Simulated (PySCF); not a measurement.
# Dipole moment and polarisability of `CN[Si](N)(N)F`

Species: CH₈FN₃Si.
Structure used (GFN2-xTB), in Å, numbered top down from 1:
```xyz
14
CH8FN3Si angstrom
C      1.8407    0.8895   -0.0683
N      0.9559   -0.2026   -0.3983
Si    -0.5874   -0.4665    0.3009
N     -1.5580    0.9536    0.3824
N     -1.2258   -1.8196   -0.5422
F     -0.5541   -0.9369    1.8523
H      2.5373    0.6354    0.7384
H      2.4220    1.1830   -0.9462
H      1.2471    1.7422    0.2543
H      1.4608   -1.0111   -0.7245
H     -1.5021    1.5249    1.2088
H     -1.6590    1.5284   -0.4361
H     -1.3576   -1.7484   -1.5358
H     -2.0205   -2.2723   -0.1227
```

Level: PBE0/def2-SVPD (PySCF), static field, nuclei fixed, core orbitals frozen in the response. The polarisability tensor in these axes (au):

```
x   66.22  4.04 -0.95
y    4.04 62.37  1.99
z   -0.95  1.99 54.78
```

Q: Diagonalise the tensor; give its mean and Δα, where Δα² is half the sum of the squared differences of the eigenvalues.

A: Principal values 53.96, 60.64 and 68.77 au; mean 61.13 au = 9.06 Å³ = 10.08 × 10⁻⁴⁰ C²·m²/J; Δα = 12.85 au (21 % of the mean).

Q: What is the dipole moment, and where does it point?

A: (0.24, 1.39, -1.98) D, 2.43 D in size, pointing from the negative to the positive side. Measured along this direction, the outermost atoms are F6 at the negative end and H8 at the positive end.

Q: Refractivity n − 1 of an ideal gas of it at 400 K and 1 atm, from the electronic α?

A: N = p/kT = 1.8347 × 10¹⁹ cm⁻³, so n − 1 = 2π × N × 9.06 × 10⁻²⁴ cm³ = 1044 × 10⁻⁶ at long wavelengths.

Q: Find the Langevin capture rate constant for NO+ (29.998 u) meeting this molecule (109.047 u), k = 2.342 × 10⁻⁹ cm³/s × √(α in Å³ / reduced mass in u).

A: The reduced mass is 23.53 u, so k = 1.45 × 10⁻⁹ cm³/s. The formula leaves out the permanent dipole, which adds to the capture rate.

Q: In TDDFT the mean static polarisability is Σ f/ω² over all singlet excitations (ω in hartree). How much of it do the 6 lowest give? Their energies (eV) and oscillator strengths: 6.08, 0.0077; 6.62, 0.0377; 6.96, 0.0232; 7.12, 0.0582; 7.25, 0.0227; 7.67, 0.0098.

A: They add up to 2.44 au, 4.0 % of the 61.13 au; the largest single term is 0.85 au, from the state at 7.12 eV. Terms in order: 0.16, 0.64, 0.35, 0.85, 0.32, 0.12 au. Higher excitations give the rest. The strengths listed sum to 0.159.

One conformer (not necessarily the lowest) at the GFN2-xTB geometry, without solvent, vibrations or thermal averaging.
